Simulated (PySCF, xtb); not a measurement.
borohydride (BH₄), SMILES [BH4-], charge -1.

GFN2-xTB (xtb) at its own geometry gives an orbital gap of 16.94 eV.

Geometry optimised at ωB97X-D3(BJ)/def2-TZVPD.

**Question.** What does PBE/def2-TZVPD (PySCF) give? (Estimate from the structure and the level; the computed values follow.)

**Answer.** gap 4.47 eV (levels -0.65 and 3.82 eV).
